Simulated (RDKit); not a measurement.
RDKit input (UFF):

```python
from rdkit import Chem
from rdkit.Chem import AllChem, rdDetermineBonds

mol = Chem.MolFromXYZFile('mol.xyz')
rdDetermineBonds.DetermineBonds(mol, charge=0)
print('SMILES', Chem.MolToSmiles(Chem.RemoveHs(mol)))
ff = AllChem.UFFGetMoleculeForceField(mol)
e0 = ff.CalcEnergy()
flag = ff.Minimize(maxIts=5000, forceTol=1e-5)
print(f'energy {e0:.4f} -> {ff.CalcEnergy():.4f} kcal/mol, converged: {flag == 0}')
print(Chem.MolToXYZBlock(mol))
```
mol.xyz:
```
5

C     -0.55605097     0.18033122     0.03102555
N      0.60071743    -0.32134114    -0.04481058
H     -1.42101256    -0.48252082    -0.00491200
H     -0.76996694     1.24934935     0.13218350
H      1.32226330     0.40057215     0.00024922
```

Output:

```
SMILES C=N
energy 3.4199 -> 0.1787 kcal/mol, converged: True
5

C     -0.600477    0.177855    0.031997
N      0.600409   -0.263906   -0.039676
H     -1.434080   -0.514561   -0.007421
H     -0.789903    1.242259    0.132086
H      1.400001    0.384744   -0.003251
```

The geometry given is a B3LYP-D3(BJ)/def2-TZVP minimum.
